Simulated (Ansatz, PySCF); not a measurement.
System: NaF (charge 0, singlet). 
Coordinates optimised at B3LYP-D3(BJ)/def2-TZVP (Ansatz, an electronic-structure program):
```
Na
F 1 1.9271
```

Quantity: atomisation energy (electronic, to ground-state atoms), in kcal/mol. Cores are frozen in the correlated levels unless marked. Open shells are spin-unrestricted. Spin-orbit coupling is left out. No relativistic terms. The coupled-cluster limit lacks core correlation, which all-electron functionals hold. CBS marks a two-point X^-3 extrapolation of the correlation energy; Hartree-Fock from the larger set.

```json
[
 {"level": "HF/STO-3G", "program": "Ansatz", "atomisation energy (kcal/mol)": "101.4", "minus last row": "-13.5"},
 {"level": "TPSS/def2-TZVPD", "program": "PySCF", "atomisation energy (kcal/mol)": "112.7", "minus last row": "-2.2"},
 {"level": "PBE0-D4/def2-TZVPD", "program": "Ansatz + dftd4", "atomisation energy (kcal/mol)": "107.4", "minus last row": "-7.5"},
 {"level": "BHLYP-D4/def2-TZVPD", "program": "Ansatz + dftd4", "atomisation energy (kcal/mol)": "102.1", "minus last row": "-12.8"},
 {"level": "MN15-D3(BJ)/def2-TZVPD", "program": "PySCF + dftd3", "atomisation energy (kcal/mol)": "115.2", "minus last row": "0.3"},
 {"level": "B2GP-PLYP-D3(BJ)/def2-TZVPD", "program": "Ansatz + dftd3", "atomisation energy (kcal/mol)": "112.1", "minus last row": "-2.8"},
 {"level": "B2PLYP/def2-TZVPD", "program": "Ansatz", "atomisation energy (kcal/mol)": "112.4", "minus last row": "-2.5"},
 {"level": "MP2/6-31G", "program": "Ansatz", "atomisation energy (kcal/mol)": "87.7", "minus last row": "-27.2"},
 {"level": "MP2/def2-TZVPPD", "program": "Ansatz", "atomisation energy (kcal/mol)": "118.3", "minus last row": "3.4"},
 {"level": "MP2/def2-QZVPP", "program": "Ansatz", "atomisation energy (kcal/mol)": "119.5", "minus last row": "4.6"},
 {"level": "MP2/CBS(def2-TZVPP,def2-QZVPP)", "program": "Ansatz", "atomisation energy (kcal/mol)": "122.4", "minus last row": "7.5"},
 {"level": "RI-MP2/def2-QZVPP", "program": "Ansatz", "atomisation energy (kcal/mol)": "119.5", "minus last row": "4.6"},
 {"level": "CCSD(T)/6-31G", "program": "Ansatz", "atomisation energy (kcal/mol)": "84.1", "minus last row": "-30.8"},
 {"level": "CCSD(T)/CBS(def2-TZVPP,def2-QZVPP)", "program": "Ansatz", "atomisation energy (kcal/mol)": "115.5", "minus last row": "0.6"},
 {"level": "CCSD(T)/CBS(def2-TZVPPD,def2-QZVPPD)", "program": "Ansatz", "atomisation energy (kcal/mol)": "114.9", "minus last row": "0.0"}
]
```
